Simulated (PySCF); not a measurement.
Hg(SiH3)2 (singlet state).
Bonds: Hg1–Si2, Hg1–Si6. Hydrogens: H3, H4, H5 on Si2; H7, H8, H9 on Si6.

Method: PySCF 2.14.0, PBE0-D3(BJ)/def2-SVP geometry optimisation, gas phase, def2 core potentials past Kr.

Give the optimised bond lengths and angles.

```csv
bond,length (Å)
"Hg1–Si2, Hg1–Si6",2.509
Si2–H3 and 5 like bonds,1.498
```

Bonds in one row agree within 0.01 Å and their mean is given. A selection of angles:
```csv
angle,degrees
Si2–Hg1–Si6,179.9
Hg1–Si2–H3,111.1
H3–Si2–H4,107.9
```

Hg1 (mercury bonded to 2 Si) is linear (angle 179.9°). Si2 (silicon bonded to Hg and 3 H) is tetrahedral (angles from 107.9° to 111.1°).

Point group: near D3d, missed by 0.13 Å at most; the miss may be what the optimiser left on a soft mode (D3 holds within 0.08 Å). Whether it is a minimum is left open (no frequencies).

---

Compound: BrI₃Si.
SMILES with atom numbers: `[Br:1][Si:2]([I:3])([I:4])[I:5]`

Level of theory: PySCF, PBE0-D3(BJ)/def2-SVP geometry optimisation, gas phase, def2 core potentials past Kr.

(1) Give the optimised bond lengths and angles.

## Answers

(1) 
```
                  bond  length (bohr)
               Br1–Si2          4.181
Si2–I3, Si2–I4, Si2–I5          4.602
```

Bonds in one row agree within 0.02 bohr and their mean is given. A selection of angles:
```
     angle  degrees
Br1–Si2–I3    109.2
 I3–Si2–I4    109.7
```

All 3 I–Si bonds measure 2.435 to 2.436 Å. Si2 (four-coordinate silicon) is tetrahedral (angles from 109.0° to 110.0°).

Point group: C3v (tolerance 0.08 Å). No PBE0-D3(BJ)/def2-SVP frequencies stand behind this structure, so it isn't proved a minimum.

---

Compound: isocyanogen, C2N2.
Numbering: `[C-:1]#[N+:2][C:3]#[N:4]`

Structure optimised with GFN2-xTB, isolated species.

Problem. What internal coordinates does the optimisation give?

Solution. 
```tsv
bond	length (Å)	order
C1≡N2	1.173	triple
N2–C3	1.295	single
C3≡N4	1.145	triple
```

Orders are formal, as drawn. A selection of angles:
```tsv
angle	degrees
C1–N2–C3	180.0
N2–C3–N4	180.0
```

The C–N distances run from 1.145 Å (C3≡N4, drawn triple) to 1.295 Å (N2–C3, drawn single), a spread of 0.150 Å.

Point group: C∞v (tolerance 0.08 Å). Stationary, but not proved a minimum.

These are computed values.

---

Compound: MoClF5 (singlet state).
Bonds: Mo1–Cl2, Mo1–F3, Mo1–F4, Mo1–F5, Mo1–F6, Mo1–F7.

Method: PySCF, PBE0-D3(BJ)/def2-SVP geometry optimisation, gas phase, def2 core potentials past Kr.

Q: List the bond lengths and angles at this level.

A: 
| bond | length (Å) |
| --- | --- |
| Mo1–Cl2 | 2.257 |
| Mo1–F3 | 1.826 |
| Mo1–F4 and 3 like bonds | 1.820 |

Bonds in one row agree within 0.01 Å and their mean is given. A selection of angles:
| angle | degrees |
| --- | --- |
| Cl2–Mo1–F3 | 179.9 |
| Cl2–Mo1–F4 | 91.4 |
| F3–Mo1–F4 | 88.7 |
| F4–Mo1–F5 | 177.2 |
| F4–Mo1–F6 | 89.9 |

Mo1 (molybdenum bonded to Cl and 5 F) is octahedral (the three widest angles are 179.9°, 177.4° and 177.2°, the others run from 88.6° to 91.4°).

Point group: C4v (every atom within 0.08 Å of its image). Stationary, but not proved a minimum.
